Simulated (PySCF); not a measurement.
# Correlation energy of Al⁺ (aluminium, charge +1)

[Ne] 3s1 4s1, high-spin 3S determinant (an excited configuration). Calculation: PySCF 2.14, in x2c-QZVPPall with one added diffuse shell each of s, p, d, f type (10s7p5d3f1g, 86 functions); scalar relativity by spin-free X2C-1e. Frozen: [Ne]; 2 electrons correlated.

Total MP2 correlation energy: -3.39 mhartree.

Same-spin part -3.39 and opposite-spin part 0.00 mhartree; SCS-MP2 scales them by 1/3 and 6/5 to -1.13 mhartree.
